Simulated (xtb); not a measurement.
xtb input (GFN1-xTB):

```bash
xtb mol.xyz --gfn 1 --sp --chrg 0 --uhf 0
```
mol.xyz:
```
20

Si    -3.09680384     0.78597033     0.30648924
Si    -1.52630422    -0.52940585     1.44492099
Si    -0.37022230    -1.85918783    -0.10110463
Si     0.45369665    -0.45253850    -1.78696232
Si     1.49575123     1.37553608    -0.75385713
Si     3.04710551     0.59036806     0.81761399
H     -3.84138870     1.67246326     1.23352986
H     -2.40151159     1.62443647    -0.69935761
H     -4.06614467    -0.08638766    -0.40061284
H     -2.20173291    -1.35981291     2.47498369
H     -0.55387905     0.35974456     2.13002604
H      0.76423236    -2.55613582     0.55715937
H     -1.28565805    -2.88355534    -0.66623970
H     -0.67208828     0.00431119    -2.64132292
H      1.43202304    -1.16985494    -2.64432086
H      0.46213622     2.18096790    -0.05493818
H      2.16965318     2.24822412    -1.74938748
H      4.07769178    -0.23339624     0.13943425
H      3.71937841     1.70647178     1.52616340
H      2.35216605    -0.25786838     1.81548109
```

Output:

```
           -------------------------------------------------
          |                Calculation Setup                |
           -------------------------------------------------

           -------------------------------------------------
          |                 G F N 1 - x T B                 |
           -------------------------------------------------

        Reference                      10.1021/acs.jctc.7b00118
      * Hamiltonian:
        H0-scaling (s, p, d)           1.850000    2.250000    2.000000
        zeta-weighting                 0.000000
      * Dispersion:
        s8                             2.400000
        a1                             0.630000
        a2                             5.000000
        s9                             0.000000
      * Repulsion:
        kExp                           1.500000
        rExp                           1.000000
      * Coulomb:
        alpha                          2.000000
        third order                    atomic
        anisotropic                    false
      * Halogen bond correction:
        rad-scale                      1.300000
        damping                        0.440000

          ...................................................
          :                      SETUP                      :
          :.................................................:
          :  # basis functions                  88          :
          :  # atomic orbitals                  82          :
          :  # shells                           46          :
          :  # electrons                        38          :
          :  # halogen bonds                     0          :
          :  max. iterations                   250          :
          :  Hamiltonian                  GFN1-xTB          :
          :  restarted?                      false          :
          :  GBSA solvation                  false          :
          :  PC potential                    false          :
          :  electronic temp.          300.0000000     K    :
          :  accuracy                    1.0000000          :
          :  -> integral cutoff          0.2500000E+02      :
          :  -> integral neglect         0.1000000E-07      :
          :  -> SCF convergence          0.1000000E-05 Eh   :
          :  -> wf. convergence          0.2000000E-04 e    :
          :  Broyden damping             0.4000000          :
          :  net charge                          0          :
          :  unpaired electrons                  0          :
          ...................................................

 iter      E             dE          RMSdq      gap      omega  full diag
   1    -18.6944600 -0.186945E+02  0.485E+00    3.73       0.0  T
   2    -18.7438155 -0.493555E-01  0.269E+00    3.38       1.0  T
   3    -18.7467160 -0.290047E-02  0.578E-01    3.16       1.0  T
   4    -18.7483346 -0.161860E-02  0.882E-02    3.23       1.0  T
   5    -18.7484464 -0.111775E-03  0.238E-02    3.23       1.0  T
   6    -18.7484501 -0.369883E-05  0.757E-03    3.23       3.0  T
   7    -18.7484501 -0.446296E-07  0.109E-03    3.23      20.5  T
   8    -18.7484501 -0.993602E-08  0.300E-04    3.23      74.5  T
   9    -18.7484501 -0.436497E-09  0.107E-04    3.23     209.9  T
  10    -18.7484501 -0.885372E-10  0.502E-06    3.23    4453.1  T

   *** convergence criteria satisfied after 10 iterations ***

         #    Occupation            Energy/Eh            Energy/eV
      -------------------------------------------------------------
         1        2.0000           -0.6870200             -18.6948
       ...           ...                  ...                  ...
        13        2.0000           -0.4907662             -13.3544
        14        2.0000           -0.4882263             -13.2853
        15        2.0000           -0.4641355             -12.6298
        16        2.0000           -0.4488183             -12.2130
        17        2.0000           -0.4330603             -11.7842
        18        2.0000           -0.4179260             -11.3723
        19        2.0000           -0.4077264             -11.0948 (HOMO)
        20                         -0.2891680              -7.8687 (LUMO)
        21                         -0.2868984              -7.8069
        22                         -0.2762171              -7.5163
        23                         -0.2733396              -7.4379
        24                         -0.2632410              -7.1632
       ...                                ...                  ...
        82                          1.7894946              48.6946
      -------------------------------------------------------------
                  HL-Gap            0.1185584 Eh            3.2261 eV
             Fermi-level           -0.3484472 Eh           -9.4817 eV

 SCC (total)                   0 d,  0 h,  0 min,  0.048 sec
 SCC setup                      ...        0 min,  0.000 sec (  0.434%)
 Dispersion                     ...        0 min,  0.000 sec (  0.212%)
 classical contributions        ...        0 min,  0.000 sec (  0.093%)
 integral evaluation            ...        0 min,  0.012 sec ( 25.044%)
 iterations                     ...        0 min,  0.010 sec ( 21.670%)
 molecular gradient             ...        0 min,  0.025 sec ( 51.544%)
 printout                       ...        0 min,  0.000 sec (  0.958%)

         :::::::::::::::::::::::::::::::::::::::::::::::::::::
         ::                     SUMMARY                     ::
         :::::::::::::::::::::::::::::::::::::::::::::::::::::
         :: total energy             -18.608650725201 Eh    ::
         :: gradient norm              0.030575209341 Eh/a0 ::
         :: HOMO-LUMO gap              3.226137799321 eV    ::
         ::.................................................::
         :: SCC energy               -18.748450112337 Eh    ::
         :: -> electrostatic           0.023337254364 Eh    ::
         :: repulsion energy           0.151508156760 Eh    ::
         :: dispersion energy         -0.011708769624 Eh    ::
         :: halogen bond corr.         0.000000000000 Eh    ::
         :: add. restraining           0.000000000000 Eh    ::
         :: total charge               0.000000000000 e     ::
         :::::::::::::::::::::::::::::::::::::::::::::::::::::

           -------------------------------------------------
          |                Property Printout                |
           -------------------------------------------------

    * Orbital Energies and Occupations

         #    Occupation            Energy/Eh            Energy/eV
      -------------------------------------------------------------
         1        2.0000           -0.6870200             -18.6948
       ...           ...                  ...                  ...
         7        2.0000           -0.5031632             -13.6918
         8        2.0000           -0.5004250             -13.6173
         9        2.0000           -0.4931559             -13.4195
        10        2.0000           -0.4930786             -13.4174
        11        2.0000           -0.4921399             -13.3918
        12        2.0000           -0.4916704             -13.3790
        13        2.0000           -0.4907662             -13.3544
        14        2.0000           -0.4882263             -13.2853
        15        2.0000           -0.4641355             -12.6298
        16        2.0000           -0.4488183             -12.2130
        17        2.0000           -0.4330603             -11.7842
        18        2.0000           -0.4179260             -11.3723
        19        2.0000           -0.4077264             -11.0948 (HOMO)
        20                         -0.2891680              -7.8687 (LUMO)
        21                         -0.2868984              -7.8069
        22                         -0.2762171              -7.5163
        23                         -0.2733396              -7.4379
        24                         -0.2632410              -7.1632
        25                         -0.2591131              -7.0508
        26                         -0.2528497              -6.8804
        27                         -0.2511363              -6.8338
        28                         -0.2372852              -6.4569
        29                         -0.2284520              -6.2165
        30                         -0.2103225              -5.7232
       ...                                ...                  ...
        82                          1.7894946              48.6946
      -------------------------------------------------------------
                  HL-Gap            0.1185584 Eh            3.2261 eV
             Fermi-level           -0.3484472 Eh           -9.4817 eV

  Mulliken/CM5 charges         n(s)   n(p)   n(d)
     1Si    0.18980 -0.05294   1.339  2.035  0.436
     2Si    0.08082 -0.08480   1.347  2.132  0.440
     3Si    0.08878 -0.07571   1.344  2.117  0.450
     4Si    0.08878 -0.07571   1.344  2.117  0.450
     5Si    0.08082 -0.08480   1.347  2.132  0.440
     6Si    0.18980 -0.05294   1.339  2.035  0.436
     7H    -0.05465  0.02640   1.055  0.000  0.000
     8H    -0.05900  0.02292   1.059  0.000  0.000
     9H    -0.05764  0.02357   1.058  0.000  0.000
    10H    -0.04597  0.03581   1.046  0.000  0.000
    11H    -0.04997  0.03278   1.050  0.000  0.000
    12H    -0.04636  0.03585   1.046  0.000  0.000
    13H    -0.04580  0.03613   1.046  0.000  0.000
    14H    -0.04636  0.03585   1.046  0.000  0.000
    15H    -0.04580  0.03613   1.046  0.000  0.000
    16H    -0.04997  0.03278   1.050  0.000  0.000
    17H    -0.04597  0.03581   1.046  0.000  0.000
    18H    -0.05764  0.02357   1.058  0.000  0.000
    19H    -0.05465  0.02640   1.055  0.000  0.000
    20H    -0.05900  0.02292   1.059  0.000  0.000

Wiberg/Mayer (AO) data.
largest (>0.10) Wiberg bond orders for each atom

 ---------------------------------------------------------------------------
     #   Z sym  total        # sym  WBO       # sym  WBO       # sym  WBO
 ---------------------------------------------------------------------------
     1  14 Si   3.962 --     2 Si   1.018     9 H    0.907     7 H    0.905
                             8 H    0.901     3 Si   0.106
     2  14 Si   4.135 --     1 Si   1.018     3 Si   0.993    10 H    0.878
                            11 H    0.872     4 Si   0.102
     3  14 Si   4.152 --     2 Si   0.993     4 Si   0.988    13 H    0.877
                            12 H    0.874     1 Si   0.106     5 Si   0.102
     4  14 Si   4.152 --     5 Si   0.993     3 Si   0.988    15 H    0.877
                            14 H    0.874     6 Si   0.106     2 Si   0.102
     5  14 Si   4.135 --     6 Si   1.018     4 Si   0.993    17 H    0.878
                            16 H    0.872     3 Si   0.102
     6  14 Si   3.962 --     5 Si   1.018    18 H    0.907    19 H    0.905
                            20 H    0.901     4 Si   0.106
     7   1 H    0.988 --     1 Si   0.905
     8   1 H    0.990 --     1 Si   0.901
     9   1 H    0.989 --     1 Si   0.907
    10   1 H    0.988 --     2 Si   0.878
    11   1 H    0.990 --     2 Si   0.872
    12   1 H    0.989 --     3 Si   0.874
    13   1 H    0.989 --     3 Si   0.877
    14   1 H    0.989 --     4 Si   0.874
    15   1 H    0.989 --     4 Si   0.877
    16   1 H    0.990 --     5 Si   0.872
    17   1 H    0.988 --     5 Si   0.878
    18   1 H    0.989 --     6 Si   0.907
    19   1 H    0.988 --     6 Si   0.905
    20   1 H    0.990 --     6 Si   0.901
 ---------------------------------------------------------------------------

Topologies differ in total number of bonds
Writing topology from bond orders to xtbtopo.mol

 dipole moment from electron density (au)
     X       Y       Z
  -0.0002   0.0063   0.0051  total (Debye):    0.021
Note: The following floating-point exceptions are signalling: IEEE_DENORMAL
normal termination of xtb

           -------------------------------------------------
          | TOTAL ENERGY              -18.608650725201 Eh   |
          | GRADIENT NORM               0.030575209341 Eh/α |
          | HOMO-LUMO GAP               3.226137799321 eV   |
           -------------------------------------------------

------------------------------------------------------------------------
------------------------------------------------------------------------
 total:
 SCF:
```
